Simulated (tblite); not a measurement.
Species: C7H11BO2.
SMILES with atom numbers: `[CH:1]#[C:2][C@H:3]([CH3:4])[B:5]1[O:6][CH2:7][CH2:8][CH2:9][O:10]1` (hydrogens: H11 on C1; H12 on C3; H13, H14, H15 on C4; H16, H17 on C7; H18, H19 on C8; H20, H21 on C9)

Computed with GFN2-xTB (tblite), gas phase: L-BFGS steps from a force-field or distance-geometry start until the largest atomic force falls under 0.01 eV/Å.

Step 72: E = -815.7902 eV
```
atom  x, y, z in Å  |  force x, y, z in eV/Å
C1     -3.1536   -1.2984    1.1779   -0.084  -0.144   0.024
C2     -2.4619   -0.3593    0.9119    0.031  -0.002  -0.020
C3     -1.5951    0.7565    0.5832    0.005  -0.007   0.006
C4     -2.0749    1.4463   -0.7007   -0.012   0.030  -0.002
B5     -0.0986    0.1841    0.4397    0.021  -0.017   0.017
O6      0.2326   -0.4441   -0.7152    0.010   0.006  -0.008
C7      1.5345   -0.9585   -0.8986    0.016  -0.001  -0.007
C8      2.5502   -0.1933   -0.0518    0.005  -0.002  -0.002
C9      2.0654   -0.1833    1.3968    0.011  -0.002  -0.004
O10     0.7540    0.3376    1.4852    0.009   0.000   0.008
H11    -3.7599   -2.1241    1.4104    0.004   0.068  -0.010
H12    -1.6495    1.4629    1.4176    0.014   0.037   0.001
H13    -1.9398    0.7839   -1.5520   -0.027   0.002   0.032
H14    -1.4940    2.3495   -0.8678    0.018   0.027  -0.034
H15    -3.1251    1.7167   -0.6224   -0.042  -0.004  -0.005
H16     1.7654   -0.8710   -1.9663    0.007   0.010   0.013
H17     1.5331   -2.0236   -0.6307   -0.004   0.028   0.022
H18     3.5367   -0.6468   -0.1256    0.017  -0.021  -0.004
H19     2.5986    0.8380   -0.4095    0.024  -0.016  -0.001
H20     2.7081    0.4445    2.0236   -0.028   0.014  -0.014
H21     2.0650   -1.2009    1.8078    0.005  -0.006  -0.011
```

Step 73: E = -815.7907 eV
```
atom  x, y, z in Å  |  force x, y, z in eV/Å
C1     -3.1647   -1.2937    1.1807   -0.024  -0.068  -0.006
C2     -2.4648   -0.3601    0.9146    0.013  -0.008  -0.013
C3     -1.5941    0.7529    0.5848   -0.012  -0.005  -0.004
C4     -2.0735    1.4427   -0.7006   -0.016   0.024   0.010
B5     -0.0984    0.1784    0.4413    0.010  -0.005   0.003
O6      0.2337   -0.4462   -0.7152    0.020  -0.001  -0.003
C7      1.5372   -0.9568   -0.9002    0.002   0.002  -0.002
C8      2.5512   -0.1912   -0.0524    0.006  -0.010   0.009
C9      2.0670   -0.1833    1.3964    0.007  -0.012   0.013
O10     0.7536    0.3328    1.4866    0.027  -0.006   0.007
H11    -3.7756   -2.1156    1.4083   -0.026   0.024   0.009
H12    -1.6454    1.4625    1.4174    0.008   0.018  -0.007
H13    -1.9421    0.7784   -1.5516   -0.023   0.013   0.045
H14    -1.4895    2.3445   -0.8691   -0.003   0.006  -0.033
H15    -3.1240    1.7146   -0.6206   -0.014   0.000  -0.008
H16     1.7670   -0.8661   -1.9672    0.012   0.014  -0.006
H17     1.5389   -2.0223   -0.6359   -0.006   0.016   0.030
H18     3.5392   -0.6419   -0.1275    0.009  -0.020  -0.001
H19     2.5968    0.8405   -0.4078    0.026   0.001  -0.011
H20     2.7074    0.4474    2.0223   -0.021   0.017  -0.010
H21     2.0710   -1.2005    1.8093    0.005  -0.001  -0.022
```

Step 74: E = -815.7912 eV
```
atom  x, y, z in Å  |  force x, y, z in eV/Å
C1     -3.1723   -1.2905    1.1817   -0.003  -0.030  -0.019
C2     -2.4659   -0.3615    0.9161   -0.007  -0.006  -0.008
C3     -1.5929    0.7498    0.5861   -0.009   0.002  -0.009
C4     -2.0724    1.4401   -0.6998   -0.016   0.009   0.015
B5     -0.0979    0.1734    0.4428    0.004   0.013  -0.009
O6      0.2348   -0.4486   -0.7150    0.019  -0.002   0.003
C7      1.5396   -0.9554   -0.9018   -0.007   0.004   0.001
C8      2.5521   -0.1896   -0.0528   -0.010  -0.002   0.014
C9      2.0684   -0.1833    1.3959    0.003  -0.009   0.026
O10     0.7540    0.3296    1.4877    0.021  -0.014  -0.001
H11    -3.7908   -2.1065    1.4069   -0.033   0.000   0.017
H12    -1.6416    1.4608    1.4179    0.003   0.007  -0.008
H13    -1.9438    0.7732   -1.5493   -0.020   0.017   0.041
H14    -1.4867    2.3406   -0.8717   -0.015  -0.009  -0.023
H15    -3.1229    1.7124   -0.6187   -0.002   0.007  -0.008
H16     1.7678   -0.8612   -1.9687    0.017   0.011  -0.011
H17     1.5440   -2.0212   -0.6399   -0.006   0.005   0.030
H18     3.5402   -0.6382   -0.1283    0.032  -0.032  -0.002
H19     2.5961    0.8421   -0.4067    0.027   0.018  -0.019
H20     2.7056    0.4507    2.0214   -0.005   0.014  -0.007
H21     2.0756   -1.1999    1.8097    0.006  -0.004  -0.023
```

Step 75: E = -815.7916 eV
```
atom  x, y, z in Å  |  force x, y, z in eV/Å
C1     -3.1802   -1.2879    1.1832   -0.009  -0.022  -0.022
C2     -2.4697   -0.3625    0.9170    0.023   0.044  -0.014
C3     -1.5924    0.7465    0.5872   -0.013  -0.002  -0.003
C4     -2.0712    1.4379   -0.6989   -0.013  -0.006   0.019
B5     -0.0978    0.1679    0.4441   -0.008   0.024  -0.018
O6      0.2359   -0.4506   -0.7153    0.022   0.002   0.008
C7      1.5420   -0.9538   -0.9033   -0.009   0.005   0.007
C8      2.5532   -0.1870   -0.0534    0.001  -0.004   0.011
C9      2.0701   -0.1837    1.3956   -0.001  -0.007   0.020
O10     0.7538    0.3234    1.4893    0.012  -0.017  -0.007
H11    -3.8070   -2.0969    1.4072   -0.042  -0.027   0.024
H12    -1.6386    1.4591    1.4182   -0.002  -0.008  -0.010
H13    -1.9451    0.7685   -1.5462   -0.018   0.011   0.022
H14    -1.4831    2.3365   -0.8749   -0.024  -0.016  -0.010
H15    -3.1215    1.7112   -0.6175    0.005   0.016  -0.005
H16     1.7693   -0.8570   -1.9702    0.019   0.007  -0.008
H17     1.5492   -2.0195   -0.6419   -0.005  -0.001   0.024
H18     3.5424   -0.6337   -0.1295    0.021  -0.029  -0.002
H19     2.5959    0.8450   -0.4060    0.024   0.023  -0.019
H20     2.7033    0.4542    2.0205    0.011   0.010   0.000
H21     2.0827   -1.2007    1.8084    0.006  -0.003  -0.018
```

**Question.** Estimate the geometry and energy of step 76. (The exact step hangs on the optimiser's Hessian estimate; all steps are aligned on step 75, rigid shifts and turns removed.)

**Answer.** E = -815.7921 eV, largest force 0.051 eV/Å
```
atom  x, y, z in Å  |  force x, y, z in eV/Å
C1     -3.1856   -1.2860    1.1838    0.001   0.004  -0.032
C2     -2.4711   -0.3636    0.9167   -0.004   0.022   0.004
C3     -1.5923    0.7442    0.5878    0.009   0.005   0.002
C4     -2.0718    1.4363   -0.6972   -0.007  -0.018   0.012
B5     -0.0975    0.1654    0.4438   -0.004   0.026  -0.016
O6      0.2377   -0.4501   -0.7169    0.006   0.009   0.011
C7      1.5438   -0.9517   -0.9047    0.003  -0.002   0.014
C8      2.5546   -0.1856   -0.0535    0.002   0.001   0.004
C9      2.0713   -0.1833    1.3953   -0.001   0.000   0.009
O10     0.7539    0.3194    1.4896   -0.014  -0.014  -0.012
H11    -3.8195   -2.0900    1.4059   -0.033  -0.030   0.025
H12    -1.6359    1.4575    1.4183   -0.008  -0.014  -0.001
H13    -1.9481    0.7647   -1.5424   -0.018   0.001  -0.003
H14    -1.4818    2.3326   -0.8769   -0.028  -0.010  -0.002
H15    -3.1217    1.7099   -0.6149    0.002   0.028  -0.002
H16     1.7709   -0.8551   -1.9718    0.022   0.005   0.002
H17     1.5528   -2.0169   -0.6413   -0.011  -0.008   0.013
H18     3.5426   -0.6342   -0.1282    0.037  -0.032  -0.007
H19     2.6000    0.8460   -0.4062    0.021   0.032  -0.021
H20     2.7009    0.4580    2.0203    0.022   0.001   0.001
H21     2.0882   -1.2006    1.8061    0.004  -0.008  -0.002
```

The energy changes by -0.0005 eV. The first-order estimate −F·Δx gives -0.0007 eV and the mean of the old and new forces, exact on a quadratic surface, -0.0005 eV. The step makes an angle of 76° with the force vector and moves no atom by more than 0.014 Å.

The cost below is that of the whole relaxation. The run took 0.91 s on an Intel Xeon Platinum 8488C with one thread, shared host with 96 logical CPUs at a one-minute load of 49.
